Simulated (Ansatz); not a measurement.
Born–Oppenheimer molecular dynamics of H4O3Si (8 atoms, charge 0, multiplicity 1). It starts from a relaxed structure.

Theory: RKS PBE0-D4/def2-SVP in Ansatz.

```
ensemble             : NVT, Langevin thermostat
time step            : 0.5 fs
steps asked          : 150
set temperature      : 700 K
friction             : 0.001 /fs
temperature schedule : 37 steps to 700 K, then 113 steps to 10 K
seed                 : 336593
```

First frame:

```xyz
8
Properties=species:S:1:pos:R:3
Si -0.170 -0.065 0.124
O 0.028 -0.054 1.760
H -0.722 0.264 2.274
H 1.203 -0.188 -0.418
O -0.952 1.318 -0.325
H -1.566 1.221 -1.059
O -1.138 -1.289 -0.440
H -0.792 -2.185 -0.392
```

**Question.** How far do the bonds stretch over the last three quarters of this one trajectory? (Pairs bonded in most of those frames.)

**Answer.** 
```
  bond  mean (Å)  spread (Å)  shortest  longest
Si1–O2     1.648       0.029      1.61     1.70
Si1–H4     1.491       0.050      1.42     1.57
Si1–O5     1.649       0.064      1.56     1.75
Si1–O7     1.670       0.041      1.60     1.73
 O2–H3     0.964       0.022      0.93     1.00
 O5–H6     0.962       0.008      0.95     0.98
 O7–H8     0.963       0.020      0.93     1.00
```

Mean temperature of the second half: 364 K. The schedule's set-point averaged 239 K over the second half and the system 364 K, so it lags behind the ramp. A run of 0.075 ps of so small a system gives no equilibrium averages.

The run took 6.7 min on 1 thread of Arm Neoverse V1, with other jobs on the host, peak memory 0.15 GiB.
